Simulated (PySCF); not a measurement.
B(OH)(OMe)(SiH3) (CH7BO2Si), SMILES O(C)B(O)[SiH3].

Coordinates come from a B3LYP-D3(BJ)/def2-SVP optimisation. The structure was generated by enumeration, and PubChem lists no compound with its InChIKey, so it may never have been made. One conformer was computed; it need not be the lowest.

Two levels are set side by side: TDDFT-PBE/def2-SVPD (PySCF) and TDDFT-ωB97X/def2-SVPD (PySCF). Vertical, same geometry. The lowest singlet is HOMO→LUMO 97 % with PBE and HOMO→LUMO+1 94 % with the other functional; states are paired by order. Differences are taken from unrounded values.

```
quantity                              TDDFT-ωB97X
------------------------------------  -----------
lowest singlet excitation (eV)               6.53
lowest triplet excitation (TDA) (eV)         5.65
```

**Question.** What does TDDFT-PBE give, and how far is it from TDDFT-ωB97X? (Estimate from the structure and the level; the computed values follow.)

**Answer.** 
```json
[
 {"quantity": "lowest singlet excitation (eV)", "TDDFT-PBE": "5.84", "TDDFT-PBE minus TDDFT-ωB97X": "-0.69"},
 {"quantity": "lowest triplet excitation (TDA) (eV)", "TDDFT-PBE": "5.04", "TDDFT-PBE minus TDDFT-ωB97X": "-0.61"}
]
```

A lower first singlet is the usual sign of a functional without exact exchange. Differences between two approximate levels are no errors against the true value.

Rough cost on one machine, each run with all the roots and properties that it gave: TDDFT-ωB97X against TDDFT-PBE about 9 times.
